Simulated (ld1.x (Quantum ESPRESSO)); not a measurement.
## silicon: one change to an ultrasoft potential, before and after

ld1.x (Quantum ESPRESSO) 7.5 input, shortened:

```
&input
   title='Si', zed=14., rel=0, dft='PZ', iswitch=3,
   config='[Ne] 3s2 3p2'
 /
 &inputp
   pseudotype=3, tm=.true., lloc=-1, rcloc=1.70,
   nlcc=.true., new_core_ps=.true., rcore=1.45
 /
4
3S  1  0   2.00   0.00  1.35  1.60  0.0
3S  1  0   0.00   0.05  1.35  1.60  0.0
3P  2  1   2.00   0.00  1.40  1.75  0.0
3P  2  1   0.00   0.30  1.40  1.75  0.0
 &test
   configts(1)='3s2 3p2'
 /
```

Change: functional PW91.

Cutoffs: the cutoffs (Ry, on a coarse ladder) from which the occupation-weighted sum of valence levels, in a spherical-Bessel basis at the reference potential, stays within 10 and 1 mRy of its value at 400 Ry; they do not see the model core or the augmentation charge, which bear on the density cutoff. Errors are all-electron minus pseudo energies relative to the spin-unpolarised reference configuration.

**Question.** Predict the effect on cutoff, ghosts and configuration errors.

**Answer.** The potential gets neither clearly harder nor softer (12 Ry and 18 Ry → 12 Ry and 18 Ry); the number of tests with a reliable result goes from 9 to 7; of the 7 tests that both files solve, the error grows in 3 and shrinks in 0 by more than 15 % and 0.3 meV (median size 0.1 → 0.7 meV); neither file shows a bound ghost.

| quantity | base | changed |
| --- | --- | --- |
| cutoff, loose | 12 Ry | 12 Ry |
| cutoff, tight | 18 Ry | 18 Ry |
| bound ghosts | none | none |
| error for 3s2 3p1, meV [ΔE 7.84 → 7.79 eV] | +0.7 | +0.7 |
| error for 3s2 3p0, meV [ΔE 23.97 → 23.86 eV] | +6.8 | +7.3 |
| error for 3s1 3p0, meV [ΔE 58.04 → 57.83 eV] | +19 | +34 |
| error for 3s1 3p3, meV [ΔE 6.75 → 6.77 eV] | -0.1 | +0.4 |
| error for 3s2 3p1.5, meV [ΔE 2.97 → 2.95 eV] | +0.1 | +0.1 |
| error for 3s2 3p2.3, meV [ΔE -0.96 → -0.94 eV] | 0.0 | 0.0 |
| error for 3s1 3p2, meV [ΔE 15.19 → 15.17 eV] | +0.1 | +1.0 |
| s: phases at 1.90 bohr within 0.05 rad from the reference energy up to (Ry; the scan ends near 5) | to the end of the scan | to the end of the scan |
| p: phases at 1.90 bohr within 0.05 rad from the reference energy up to (Ry; the scan ends near 5) | to the end of the scan | to the end of the scan |
| lowest overlap eigenvalue by channel | s 0.26, p 0.55 | s 0.26, p 0.56 |
